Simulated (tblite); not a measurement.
Species: C₄H₅O₂S (doublet state).
Bonds: C1–C2, C2–S3 (double), C2–O4, O4–C5, C5–C6, C6–O7 (double). Hydrogens: H8, H9, H10 on C1; H11 on C5; H12 on C6.

Structure optimised with GFN2-xTB, isolated species. This method treats the open shell by occupation alone, without spin polarisation.

Problem. Give the optimised bond lengths and angles.

Solution. 
```json
{"bond": "C1–C2", "length (Å)": "1.491"}
{"bond": "C2=S3", "length (Å)": "1.648"}
{"bond": "C2–O4", "length (Å)": "1.324"}
{"bond": "O4–C5", "length (Å)": "1.324"}
{"bond": "C5–C6", "length (Å)": "1.427"}
{"bond": "C6=O7", "length (Å)": "1.218"}
{"bond": "C1–H8, C1–H9, C1–H10", "length (Å)": "1.088"}
{"bond": "C5–H11", "length (Å)": "1.083"}
{"bond": "C6–H12", "length (Å)": "1.105"}
```

Bonds in one row agree within 0.01 Å and their mean is given. A selection of angles:
```json
{"angle": "C2–C1–H8", "degrees": "109.9"}
{"angle": "H8–C1–H9", "degrees": "109.7"}
{"angle": "H8–C1–H10", "degrees": "107.4"}
{"angle": "C1–C2–S3", "degrees": "123.0"}
{"angle": "C1–C2–O4", "degrees": "113.4"}
{"angle": "S3–C2–O4", "degrees": "123.6"}
{"angle": "C2–O4–C5", "degrees": "124.8"}
{"angle": "O4–C5–C6", "degrees": "119.2"}
{"angle": "O4–C5–H11", "degrees": "118.7"}
{"angle": "C6–C5–H11", "degrees": "122.1"}
{"angle": "C5–C6–O7", "degrees": "125.7"}
{"angle": "C5–C6–H12", "degrees": "112.7"}
{"angle": "O7–C6–H12", "degrees": "121.6"}
```

Torsions: C1–C2–O4–C5 180° (antiperiplanar); C2–O4–C5–C6 180° (antiperiplanar); O4–C5–C6–O7 0° (synperiplanar).

O4 (oxygen bonded to 2 C) is bent (angle 124.8°). C5 (carbon bonded to C, O and H) is planar (angles 122.1°, 119.2° and 118.7°, sum 360.0°, 0.00 Å off the plane of its three neighbours). The 7 heavy atoms lie in one plane (0.002 Å rms). Of the pairs four or more bonds apart, S3···H11 is among the closest relative to their van der Waals radii: 2.60 Å, 87 % of the sum of Bondi's values. The 3 C–O bonds span 1.218 Å (C6=O7, drawn double in one of several resonance forms) to 1.324 Å (O4–C5, drawn single), a spread of 0.106 Å. C2 (carbon bonded to C, O and S) is planar (angles 123.6°, 123.0° and 113.4°, sum 360.0°, 0.00 Å off the plane of its three neighbours). The C–C distances run from 1.427 Å (C5–C6, drawn single in one of several resonance forms) to 1.491 Å (C1–C2, drawn single), a spread of 0.064 Å.

Point group: Cs (tolerance 0.08 Å). Its lowest GFN2-xTB frequency is 9 cm⁻¹, too small to tell a flat minimum from a shallow saddle. 3 starts were optimised and ended at 0.00, 0.80 and 4.45 kcal/mol (GFN2-xTB); the lowest of these is shown.

One conformer stands for the species.

These are computed values.
